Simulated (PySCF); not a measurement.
Geometry:
| atom | x (Å) | y (Å) | z (Å) |
| --- | --- | --- | --- |
| Si1 | -0.196 | 0.251 | -0.146 |
| C2 | -0.049 | 0.539 | 1.701 |
| C3 | -0.785 | -0.133 | 2.594 |
| H4 | 0.638 | 1.312 | 2.071 |
| H5 | -1.493 | -0.905 | 2.270 |
| H6 | -0.721 | 0.055 | 3.672 |
| C7 | 1.526 | 0.249 | -0.890 |
| C8 | 2.659 | 0.194 | -0.178 |
| H9 | 1.616 | 0.235 | -1.986 |
| H10 | 2.649 | 0.190 | 0.918 |
| H11 | 3.648 | 0.145 | -0.648 |
| C12 | -1.225 | 1.583 | -0.963 |
| C13 | -0.729 | 2.523 | -1.776 |
| H14 | -2.302 | 1.609 | -0.742 |
| H15 | 0.338 | 2.562 | -2.026 |
| H16 | -1.357 | 3.301 | -2.224 |
| N17 | -1.050 | -1.240 | -0.404 |
| C18 | -0.515 | -2.544 | -0.092 |
| H19 | -1.734 | -1.245 | -1.153 |
| H20 | 0.066 | -3.001 | -0.916 |
| H21 | 0.162 | -2.471 | 0.773 |
| H22 | -1.312 | -3.254 | 0.188 |

One conformer, in vacuum, non-relativistic, one averaged value for each set of equivalent atoms. Shieldings: GIAO B3LYP/pcSseg-1; geometry from PBE0-D3(BJ)/def2-SVP; PySCF 2.14.

Referencing at the same level of theory: $^{13}$C and $^{1}$H and $^{29}$Si against TMS; $^{15}$N vs NH3.

```csv
atoms,nucleus,count,δ (ppm)
H20/H21/H22,$^{1}$H,3,?
H5/H6/H10/H11/H15/H16,$^{1}$H,6,?
N17,$^{15}$N,1,21.5
H4/H9/H14,$^{1}$H,3,6.18
C18,$^{13}$C,1,30.5
C3/C8/C13,$^{13}$C,3,?
C2/C7/C12,$^{13}$C,3,144.6
H19,$^{1}$H,1,-0.32
Si1,$^{29}$Si,1,-25.1
```

Complete the table.

Results:


- C3/C8/C13: 144.2 ppm, carbon bonded to C, 2 H
- H5/H6/H10/H11/H15/H16: 6.22 ppm, hydrogen on a carbon bonded to C
- H20/H21/H22: 2.58 ppm, hydrogen on a carbon bonded to N

OH and NH positions are those of a molecule without intermolecular hydrogen bonds; in solution they move with solvent, concentration and temperature, and exchange usually removes their couplings. Shifts are as computed. Against solution values, carbons near 30 ppm lie about +2 ppm off and those near 130 ppm about +6 ppm (rms about the fit 1.1 ppm; single classes can miss by 10 ppm). Of 1328 compounds with measured shifts, 309 miss one by over three times the rms of a fit or turn the order of signals round; such compounds aren't used in these exercises. Signals without a measured value on file couldn't be tested in this way. Experimental scales use liquid or dissolved standards, which lie at an offset from isolated NH3 (liquid NH3: subtract about 20 ppm).
